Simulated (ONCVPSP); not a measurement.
## Cutoff test, Ni, ONCV

ONCVPSP 4.0.1 input, shortened (lines: element, Z, core and valence counts, functional; n l f; lmax; l rc ep ncon nbas qcut; lloc lpopt rc5 dvloc0; l nproj debl; icmod fcfact rcfact), PBEsol, scalar-relativistic:

```
  Ni 28.00    3    4  -116133      upf
    1    0    2.00
    2    0    2.00
    2    1    6.00
    3    0    2.00
    3    1    6.00
    3    2    8.00
    4    0    2.00
    2
    0    1.30    0.00    4    8   11.70
    1    0.90    0.00    4    7   12.60
    2    1.60    0.00    3    8    8.50
    4    4    0.70    1.00
    0    2    2.40
    1    3    3.30
    2    2    2.40
    1    0.65    0.00
```

Task: For each optimised wave give the share of its norm inside rc, the residual kinetic energy above qcut (Ha) and the cutoffs (Ha) for errors of 10, 1, 0.1 and 0.01 mHa per electron.

Result:

```csv
wave,norm inside rc,residual KE,10 mHa,1 mHa,0.1 mHa,0.01 mHa
3s,0.960,2.3e-08,27.1,38.2,46.7,53.7
4s,0.046,1.6e-08,9.4,32.2,43.3,52.0
3p,0.702,2.5e-05,30.7,38.6,68.0,122.9
p projector 2,0.064,9.6e-06,26.0,34.5,58.9,79.1
p projector 3,0.028,1.4e-05,26.5,35.2,61.0,82.3
3d,0.863,8.3e-05,27.4,31.8,35.7,126.4
d projector 2,0.129,4.2e-04,28.7,34.1,69.0,157.3
```

The occupied waves need 39 Ha and 68 Ha for 1 and 0.1 mHa. Its largest configuration-test error is -707 meV.
